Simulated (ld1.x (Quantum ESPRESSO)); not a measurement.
# Varying the TM potential for boron

Base potential:

boron, norm-conserving Troullier–Martins (Kleinman–Bylander form), made with ld1.x (Quantum ESPRESSO) 7.5 (PBEsol, scalar-relativistic). Core [He], reference 2s1.5 2p1.5. Waves: 2s (bound): rc 1.70 bohr; 2p (bound): rc 2.05 bohr; 3d channel at 0.45 Ry: rc 2.10 bohr. Local part: the d channel. Core correction: a·sin(br)/r model core inside 0.95 bohr.

Cutoffs, loose and tight: the cutoffs (Ry, on a coarse ladder) from which the occupation-weighted sum of valence levels, in a spherical-Bessel basis at the reference potential, stays within 10 and 1 mRy of its value at 400 Ry. They do not see the model core or the augmentation charge, which bear on the density cutoff. Test errors are all-electron minus pseudo excitation energies from the reference, over the configurations 2s2 2p1; 2s2 2p0; 2s1 2p0; 2s2 2p0.5; 2s1 2p1; 2s1 2p2; 2s0 2p3. A dash means not determined; rows that change the core or the reference have their own tests.

| change | outcome | cutoff, loose | cutoff, tight | bound ghosts | largest test error (meV) |
| --- | --- | --- | --- | --- | --- |
| base | generated | 21 Ry | 40 Ry | none | +96 |
| core correction a·sin(br)/r model core inside 1.90 bohr | generated | 21 Ry | 40 Ry | none | +137 |
| wave 3d channel at 0.45 Ry: rc 2.10 bohr becomes 3d channel at 0.98 Ry: rc 2.10 bohr | generated | 21 Ry | 40 Ry | none | +96 |
| functional PBE | generated | 21 Ry | 40 Ry | none | +136 |
| wave 3d channel at 0.45 Ry: rc 2.10 bohr becomes 3d channel at 0.45 Ry: rc 1.56 bohr | generated | 21 Ry | 40 Ry | none | +96 |
| wave 2p (bound): rc 2.05 bohr becomes 2p (bound): rc 2.32 bohr | generated | 18 Ry | 40 Ry | none | +142 |

**Question.** What comes out with this change to the base: type RRKJ; local potential the s channel?

**Answer.** outcome: generated; cutoff, loose: 21 Ry; cutoff, tight: 40 Ry; bound ghosts: none; largest test error (meV): +110.

**Question.** What comes out with this change to the base: wave 2s (bound): rc 1.70 bohr becomes 2s (bound): rc 2.44 bohr?

**Answer.** outcome: generated; cutoff, loose: 21 Ry; cutoff, tight: 30 Ry; bound ghosts: none; largest test error (meV): +128.

**Question.** What comes out with this change to the base: reference 2s2 2p1?

**Answer.** outcome: generated; cutoff, loose: 21 Ry; cutoff, tight: 40 Ry; bound ghosts: none; largest test error (meV): +69.
